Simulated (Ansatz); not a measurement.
Ansatz (a quantum-chemistry and plane-wave program) input:

Ansatz 0.2 input:
```yaml
crystal:
  periodic: [false, false, false]
  atoms:
    - {symbol: K, position_ang: [-0.00000000, -0.00000000, -0.70776611]}
    - {symbol: F, position_ang: [0.00000000, 0.00000000, 1.49417289]}
basis:
  gaussian:
    orbitals: def2-SVPD
magnetization: {spin_polarized: false}
correlation: {method: ccsd_t, electrons: outside_noble_gas}
output: {forces: true}
```

Question: Which total energy does the run end on?

Answer: -698.70855 Eh (CCSD(T)/def2-SVPD). The basis has 50 functions.
